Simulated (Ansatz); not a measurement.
Reaction (formal exchange of groups at the Se–Si bond): `[SeH][SiH2]Br` + `C1[SiH2]S1` → `[SeH][SiH]1CS1` + `[SiH3]Br`

Gas-phase electronic energies from Ansatz, PBE0-D4/def2-TZVP geometries. CBS: MP2 limit from def2 TZ/QZ plus the TZ coupled-cluster correction, frozen cores. Functionals use def2-TZVPP. B3LYP here is the variant with VWN-RPA as its local correlation; programs differ in this. For Br, Se outer-core shells are correlated without core-valence functions, which leaves a few kJ/mol of doubt a bond. Scalar relativity is left out up to krypton. Each species was taken in one conformer, which may not be the lowest.

`[SeH][SiH2]Br`:

```xyz
6

Se   -0.479    0.755   -1.590
Si   -0.190   -0.379    0.347
Br    0.280    0.933    2.077
H     0.949    1.086   -1.684
H     0.923   -1.346    0.238
H    -1.483   -1.048    0.611
```

`C1[SiH2]S1`:

Z-matrix (Å, degrees):
```
C
S 1 1.862
Si 1 1.840 2 68.6
H 1 1.086 2 113.2 3 -114.5
H 1 1.086 2 113.2 3 114.5
H 3 1.479 1 119.3 2 106.8
H 3 1.479 1 119.3 2 -106.8
```

`[SeH][SiH]1CS1`:

Z-matrix (Å, degrees):
```
Si
C 1 1.835
S 1 2.079 2 56.9
Se 1 2.258 2 123.0 3 109.4
H 1 1.478 2 119.9 3 -108.3
H 2 1.086 1 119.7 3 -104.6
H 2 1.086 1 120.8 3 104.6
H 4 1.469 1 91.9 2 -38.9
```

`[SiH3]Br`:

```xyz
5

Si   -0.033    0.160    0.009
Br    0.413   -2.010   -0.117
H    -0.043    0.552    1.437
H    -1.358    0.401   -0.605
H     1.021    0.897   -0.724
```

```json
{"level": "PBE-D4", "ΔE (kJ/mol)": "-3.5", "difference from CCSD(T)/CBS": "0.7"}
{"level": "r2SCAN-D4", "ΔE (kJ/mol)": "-4.3", "difference from CCSD(T)/CBS": "-0.1"}
{"level": "PBE0-D4", "ΔE (kJ/mol)": "-3.9", "difference from CCSD(T)/CBS": "0.3"}
{"level": "B3LYP-D4", "ΔE (kJ/mol)": "-4.8", "difference from CCSD(T)/CBS": "-0.6"}
{"level": "ωB97X-V", "ΔE (kJ/mol)": "-4.0", "difference from CCSD(T)/CBS": "0.2"}
{"level": "ωB97M-V", "ΔE (kJ/mol)": "-3.5", "difference from CCSD(T)/CBS": "0.7"}
{"level": "B2PLYP", "ΔE (kJ/mol)": "-4.7", "difference from CCSD(T)/CBS": "-0.5"}
{"level": "PBE", "ΔE (kJ/mol)": "-2.7", "difference from CCSD(T)/CBS": "1.5"}
{"level": "r2SCAN", "ΔE (kJ/mol)": "-3.9", "difference from CCSD(T)/CBS": "0.3"}
{"level": "PBE0", "ΔE (kJ/mol)": "-3.0", "difference from CCSD(T)/CBS": "1.2"}
{"level": "B3LYP", "ΔE (kJ/mol)": "-3.5", "difference from CCSD(T)/CBS": "0.7"}
{"level": "HF/def2-TZVPP", "ΔE (kJ/mol)": "-5.2", "difference from CCSD(T)/CBS": "-1.0"}
{"level": "MP2/def2-TZVPP", "ΔE (kJ/mol)": "-6.5", "difference from CCSD(T)/CBS": "-2.3"}
{"level": "SCS-MP2/def2-TZVPP", "ΔE (kJ/mol)": "-6.5", "difference from CCSD(T)/CBS": "-2.3"}
{"level": "CCSD/def2-TZVPP", "ΔE (kJ/mol)": "-5.0", "difference from CCSD(T)/CBS": "-0.8"}
{"level": "CCSD(T)/def2-TZVPP", "ΔE (kJ/mol)": "-5.6", "difference from CCSD(T)/CBS": "-1.4"}
{"level": "HF/def2-QZVPP", "ΔE (kJ/mol)": "-5.0", "difference from CCSD(T)/CBS": "-0.8"}
{"level": "MP2/def2-QZVPP", "ΔE (kJ/mol)": "-5.6", "difference from CCSD(T)/CBS": "-1.4"}
{"level": "SCS-MP2/def2-QZVPP", "ΔE (kJ/mol)": "-5.7", "difference from CCSD(T)/CBS": "-1.5"}
{"level": "HF/CBS(def2)", "ΔE (kJ/mol)": "-4.9", "difference from CCSD(T)/CBS": "-0.7"}
{"level": "MP2/CBS(def2)", "ΔE (kJ/mol)": "-5.1", "difference from CCSD(T)/CBS": "-0.9"}
{"level": "CCSD/CBS(def2)", "ΔE (kJ/mol)": "-3.7", "difference from CCSD(T)/CBS": "0.5"}
{"level": "CCSD(T)/CBS", "ΔE (kJ/mol)": "-4.2", "difference from CCSD(T)/CBS": "0"}
```

Largest T1 diagnostic among the species: 0.012.
